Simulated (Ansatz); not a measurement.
```xyz
15

N     0.447   -1.624    3.265
Si    1.394   -0.918    2.024
C     0.446   -0.242    0.603
C    -0.207    0.195   -0.325
Si   -1.204    0.839   -1.721
N    -0.184    1.967   -2.487
O    -1.701   -0.362   -2.722
H    -0.025   -2.497    3.090
H    -0.112   -1.031    3.857
H     2.158    0.209    2.610
H     2.299   -1.959    1.481
H    -2.481    1.397   -1.225
H     0.691    2.238   -2.074
H    -0.507    2.621   -3.179
H    -1.013   -0.833   -3.196
```

Total charge 0; spin multiplicity 1.

(1) List the B3LYP/def2-TZVPP orbital energies in eV (Ansatz). (Estimate.)

Results:

(1) The calculation gave: Occupied: -1799.59, -1799.33, -520.41, -389.15, -389.05, -276.50, -276.42, -143.97, -143.79, -99.32, -99.30, -99.27, -99.12, -99.11, -99.10, -27.35, -23.34, -23.24, -20.20, -15.87, -15.18, -13.94, -13.61, -13.28, -12.26, -11.39, -10.61, -10.41, -9.69, -9.56, -9.08, -8.06, -7.81, -7.44, -7.33. Lowest empty: -0.81, -0.58, 0.55, 0.91, 1.37, 1.58, 1.99, 2.27.

B3LYP here is the variant with VWN-RPA as its local correlation; programs differ in this.
